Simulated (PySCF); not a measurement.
Electron correlation in Cu (copper, neutral)

[Ar] 3d9 4s2, 2D determinant (an excited configuration). Calculation: PySCF 2.14, in x2c-QZVPPall; the spin-free X2C one-electron Hamiltonian (Gaussian nucleus). Frozen: [Ar]; 11 electrons correlated.

MP2 pair energies summed by pair of shells (mhartree):

| pair | energy | share (%) |
| --- | --- | --- |
| 3d-3d | -370.24 | 83.3 |
| 3d-4s | -50.33 | 11.3 |
| 4s-4s | -23.71 | 5.3 |

Total MP2 correlation energy: -444.29 mhartree.

Same-spin part -155.38 and opposite-spin part -288.90 mhartree; SCS-MP2 scales them by 1/3 and 6/5 to -398.48 mhartree.
